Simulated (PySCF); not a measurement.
# A survey of ²⁹Si NMR shifts

One conformer, non-relativistic, no solvent, averaged over atoms made equivalent by symmetry, fast rotation or ring inversion. NMR shieldings at PBE0/pcSseg-1/GIAO; geometry from GFN2-xTB; PySCF 2.14.

Shieldings were converted by a linear fit to measured shifts: ²⁹Si: δ = 279.94 − 0.822σ (rms 8.9 ppm, 72 shifts, 25.8 ppm with the 6 outliers that the fit left out vs TMS, solution or neat liquid). A few per cent of atoms miss by over 2 rms, more outside the fitted compound classes.

(1) Give the ²⁹Si shifts of `CC#C[Si@@](O)(CC)SC`, `C=C[Si@@H](S)OC1CC1`.

(2) Match the shifts -10.2, -30.9, -41.5, -53.1 ppm to `C=CC[C@@H]1CS[C@H]1O[SiH3]`, `C[Si](C)(C)c1ccncc1`, `C/C(=C\CN[SiH3])C(F)F`, `CCC#C[Si@H](O)SC`.

Answers

(1) 
| compound | environment | δ (ppm) |
| --- | --- | --- |
| CC#C[Si@@](O)(CC)SC | silicon bonded to 2 C, O, S | -16.3 |
| C=C[Si@@H](S)OC1CC1 | silicon bonded to C, O, S, H | -15.9 |

(2) -10.2: C[Si](C)(C)c1ccncc1 (silicon bonded to 4 C); -30.9: CCC#C[Si@H](O)SC (silicon bonded to C, O, S, H); -41.5: C=CC[C@@H]1CS[C@H]1O[SiH3] (silicon bonded to O, 3 H); -53.1: C/C(=C\CN[SiH3])C(F)F (silicon bonded to N, 3 H).
